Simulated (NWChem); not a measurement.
Molecule: sulfur trioxide (SO₃); SMILES O=S(=O)=O

```xyz
4

O     -1.0192    -1.0192     0.0000
S      0.0000     0.0000     0.0000
O     -0.3731     1.3923     0.0000
O      1.3923    -0.3731     0.0000
```
Atoms are numbered in this order, from 1.

Computed with NWChem. The geometry was optimised at PBE0/def2-SVP. Vzz is the largest principal value of the second derivative of the potential at the nucleus (NWChem prints the opposite sign); η is the asymmetry. Non-relativistic.

| level | Vzz O4 (a.u.) | η O4 | Vzz S2 (a.u.) | η S2 |
|---|---|---|---|---|
| CAM-B3LYP/def2-SVP | 1.406 | 0.99 | 0.511 | 0.00 |
| CAM-B3LYP/cc-pVTZ | -1.411 | 0.94 | 0.858 | 0.00 |
| B3LYP/def2-TZVP | -1.376 | 0.90 | 0.755 | 0.00 |
| B3LYP/def2-SVP | 1.399 | 1.00 | (withheld) | 0.00 |

Fill in the missing entries.


- B3LYP/def2-SVP, Vzz S2 (a.u.): 0.345
